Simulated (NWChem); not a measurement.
# CH$_{3}$ISn, singlet; SMILES [CH3][Sn][I]

```xyz
6

Sn    -0.3370     1.2594     0.0000
I     -0.0119    -1.4804     0.0000
C      1.8169     1.7003    -0.0003
H      1.9996     2.7860    -0.0180
H      2.2958     1.2356    -0.8774
H      2.2853     1.2682     0.8992
```
Atoms are numbered in this order, from 1.

Low-valent species are run as closed-shell singlets; no triplet was tried in these runs. Structure relaxed at the PBE0/def2-SVP level. No frequency run checked for a minimum. def2 effective core potentials on Sn, I; no spin-orbit coupling.

### Question
List the 4 lowest vertical singlet excitations from PBE0/def2-SVPD with def2 effective core potentials on Sn, I, TDA (NWChem).

### Answer
| state | energy (eV) | oscillator strength | leading excitation (squared amplitude) |
|---|---|---|---|
| S1 | 2.54 | 0.014 | HOMO → LUMO (0.98) |
| S2 | 3.47 | 0.009 | HOMO−1 → LUMO (0.98) |
| S3 | 3.82 | 0.024 | HOMO−2 → LUMO (0.88) |
| S4 | 4.20 | 0.000 | HOMO−3 → LUMO (0.99) |
